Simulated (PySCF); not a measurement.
**Optical rotation: `C#C[C@H]1C[C@H]1[NH2+][GeH3]`, [C₅H₁₀GeN]+, charge +1**

Geometry (Å), atoms numbered from 1 in this order:
```xyz
17

C    -1.573    1.595    1.576
C    -1.388    0.455    1.251
C    -1.088   -0.867    0.791
C    -1.366   -1.212   -0.652
C     0.045   -1.007   -0.201
N     0.720    0.241   -0.574
Ge    2.188    0.755    0.707
H    -1.817    2.561    1.911
H    -1.218   -1.640    1.537
H    -1.691   -2.215   -0.881
H    -1.820   -0.455   -1.273
H     0.722   -1.849   -0.132
H     1.055    0.188   -1.541
H     0.005    0.981   -0.535
H     1.476    0.687    2.010
H     3.194   -0.317    0.446
H     2.550    2.110    0.200
```

Total charge +1.

Computed, not measured: PySCF 2.14.0, TDDFT CAM-B3LYP/def2-SVPD circular dichroism and optical rotation, one conformer, gas phase. Geometry: GFN2-xTB.

The molecule is flexible and this is one conformer; a measurement averages over conformers. The calculation is non-relativistic, which matters for the atoms heavier than Zn.

Stereocentres: C3 R, C5 R.

Q: What is the specific rotation at 633, 589.3, 546, 436, 405, 365, 355 nm?

A: [α] in deg dm⁻¹ (g/mL)⁻¹:
| λ (nm) | origin-invariant length gauge | modified velocity gauge | length gauge (centre of mass) | isotropic polarisability (au) |
| --- | --- | --- | --- | --- |
| 633 | +187.9 | +188.1 | +190.1 | 85.7 |
| 589.3 | +220.1 | +220.2 | +222.7 | 86.0 |
| 546 | +261.1 | +261.3 | +264.2 | 86.4 |
| 436 | +442.0 | +442.1 | +447.0 | 88.0 |
| 405 | +530.2 | +530.2 | +536.1 | 88.7 |
| 365 | +692.8 | +692.5 | +700.3 | 90.0 |
| 355 | +746.0 | +745.6 | +754.0 | 90.4 |

Q: And for the mirror image at 589.3 nm?

A: -220.1 deg dm⁻¹ (g/mL)⁻¹ (origin-invariant length gauge): the same size and the opposite sign.

Q: What is the molar rotation [Φ] = [α]·M/100 of the geometry above at 589.3 nm?

A: With M = 156.77 g/mol, +345.0 deg cm² dmol⁻¹ (origin-invariant length gauge).

The first excitation lies at 6.29 eV (197 nm) with R = +1.1 × 10⁻⁴⁰ esu² cm² (velocity form).
